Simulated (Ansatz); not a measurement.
`CCCC(C)C` + `[OH][GaH2]` → `CC[O][GaH2]` + `CC(C)C`  (substitution at a C–C bond)

Gas-phase electronic energies from Ansatz, PBE0-D4/def2-TZVP geometries. CCSD(T)/CBS adds triple-zeta CCSD(T) − MP2 to the extrapolated MP2 energy (def2 sets, frozen cores). Functionals use def2-TZVPP. For Ga outer-core shells are correlated without core-valence functions, which leaves a few kJ/mol of doubt a bond. Scalar relativity is left out up to krypton. Each species was taken in one conformer, which may not be the lowest.

```csv
level,ΔE (kJ/mol)
B2PLYP,40.9
r2SCAN,40.2
```

(1) What does CCSD(T)/CBS give? (Best estimate.)

Largest T1 diagnostic among the species: 0.015.

## Answers

(1) Ansatz gave: +49.5 kJ/mol. The listed levels differ from it by -8.6, -9.3 kJ/mol.

The D4 term adds +3.9 kJ/mol with B3LYP and +2.7 kJ/mol with PBE0; it sums over pairs of atoms, weighted by their polarisabilities, and B3LYP, whose exchange is more repulsive, gets the larger term. From PBE to PBE0 (25 % exact exchange), in def2-TZVPP and without D4, ΔE moves by +3.6 kJ/mol.

B3LYP here is the variant with VWN-RPA as its local correlation; programs differ in this.
